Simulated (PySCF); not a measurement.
# Single point on Sc₂

State: ⁵Σu⁻ (quintet), unpaired electrons σ ↑↑, π ↑↑.

An equivalent input (the run itself took its basis sets from the Basis Set Exchange, started from a PBE0 density and held the occupation σ 13α 11β, πx 5α 4β, πy 5α 4β):

```python
from pyscf import gto, dft
mol = gto.M(atom='Sc 0 0 0; Sc 0 0 2.58', basis={'Sc': 'def2-TZVPP'},
            charge=0, spin=4, verbose=4, symmetry='C2v')
mf = dft.UKS(mol, xc='PBE')
mf.grids.atom_grid = (80, 434)
mf.grids.prune = dft.gen_grid.treutler_prune
mf.irrep_nelec = {'A1': (13, 11), 'B1': (5, 4), 'B2': (5, 4)}
mf.conv_tol = 1e-9
mf.max_cycle = 60
mf.diis_space = 10
mf.kernel()
```

The log (some set-up lines and the per-cycle HOMO/LUMO lines removed):

```
******** <class 'pyscf.dft.uks_symm.SymAdaptedUKS'> ********
method = SymAdaptedUKS
damping factor = 0
level_shift factor = 0
DIIS = <class 'pyscf.scf.diis.CDIIS'>
diis_start_cycle = 1
diis_space = 10
diis_damp = 0
SCF conv_tol = 1e-09
SCF conv_tol_grad = None
SCF max_cycles = 60
number electrons alpha = 23  beta = 19
Set gradient conv threshold to 3.16228e-05
init E= -1520.81703384408
cycle= 1 E= -1520.81860889727  delta_E= -0.00158  |g|= 0.0485  |ddm|= 0.204
cycle= 2 E= -1520.81743308796  delta_E= 0.00118  |g|= 0.0708  |ddm|=  0.2
cycle= 3 E= -1520.819968073  delta_E= -0.00253  |g|= 0.00366  |ddm|= 0.11
cycle= 4 E= -1520.81984648118  delta_E= 0.000122  |g|= 0.0145  |ddm|= 0.0192
cycle= 5 E= -1520.81996641362  delta_E= -0.00012  |g|= 0.00493  |ddm|= 0.0151
cycle= 6 E= -1520.81998243312  delta_E= -1.6e-05  |g|= 0.000318  |ddm|= 0.00546
cycle= 7 E= -1520.81998293976  delta_E= -5.07e-07  |g|= 0.000213  |ddm|= 0.00665
cycle= 8 E= -1520.81998406977  delta_E= -1.13e-06  |g|= 0.000401  |ddm|= 0.00975
cycle= 9 E= -1520.81998259245  delta_E= 1.48e-06  |g|= 2.1e-05  |ddm|= 0.0193
cycle= 10 E= -1520.8199825931  delta_E= -6.51e-10  |g|= 7.42e-06  |ddm|= 0.000295
Extra cycle  E= -1520.81998259253  delta_E= 5.74e-10  |g|= 3.27e-05  |ddm|= 6.18e-05
converged SCF energy = -1520.81998259253  <S^2> = 6.0049984  2S+1 = 5.001999
```

Repeating this along the bond gives Re = 2.619 Å and ωe = 246 cm⁻¹.

A point of this curve took 6.9 CPU seconds beside 2.2 for the integrals, on Arm Neoverse V2 (shared host).

With d or f electrons several states lie close, and the lowest PBE0 determinant need not be the measured ground state.
